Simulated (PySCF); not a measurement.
**Vertical excitation energies**

Compound: C₂H₄ClN₃Si.
SMILES: `c1n(nnc1Cl)[SiH3]`

The calculation used TDDFT CAM-B3LYP/def2-SVPD, vertical, gas phase, core orbitals frozen in the response (PySCF 2.14.0, density-fitted response routines). Isolated species at its GFN2-xTB geometry, gas phase.

List the vertical singlet excitations with oscillator strengths and describe the spectrum.

| state | E (eV) | λ (nm) | f | main configurations (H = HOMO, L = LUMO) |
| --- | --- | --- | --- | --- |
| S1 | 5.65 | 219.5 | 0.0060 | H-1→L (83%) |
| S2 | 6.15 | 201.5 | 0.084 | H→L (86%) |
| S3 | 6.67 | 186.0 | 0.0023 | H→L+1 (80%) |
| S4 | 7.04 | 176.0 | 0.025 | H→L+3 (39%), H→L+5 (22%), H-2→L (11%) |
| S5 | 7.11 | 174.4 | 0.015 | H→L+4 (34%), H-2→L (12%), H-1→L+3 (10%) |
| S6 | 7.14 | 173.7 | 0.0036 | H-1→L+3 (29%), H→L+4 (14%), H-1→L+4 (13%) |
| S7 | 7.42 | 167.1 | 0.0034 | H-4→L (50%), H-3→L (24%) |
| S8 | 7.45 | 166.4 | 0.023 | H-1→L+1 (78%) |

Triplets, Tamm–Dancoff:

```tsv
state	E (eV)	λ (nm)	main configurations (H = HOMO, L = LUMO)
T1	4.35	285.0	H→L (76%)
T2	4.68	264.8	H-1→L (68%)
T3	5.59	221.6	H-2→L (56%)
```

The lowest singlet lies at 5.65 eV (219 nm, ultraviolet) and is weak; its leading configuration is HOMO-1→LUMO (83%). The strongest level in the table is S2 at 6.15 eV (202 nm, f = 0.084). Löwdin shares by element: HOMO carbon 41%, chlorine 27%, nitrogen 15% or more (atoms not listed hold the other 17%); LUMO nitrogen 49%, carbon 18% or more (atoms not listed hold the other 33%). The listed states span 1.80 eV. Weighted by f, the mean energy of these states is 6.60 eV. Orbital energies (eV): HOMO-3 -10.80, HOMO-2 -10.34, HOMO-1 -9.42, HOMO -8.74, LUMO 0.41, LUMO+1 0.53, LUMO+2 0.95. No computed singlet lies in the visible range (380 to 750 nm); the lowest, at 219 nm, stands 2.39 eV above its violet end (3.26 eV). The window holds the lowest 8 singlets.
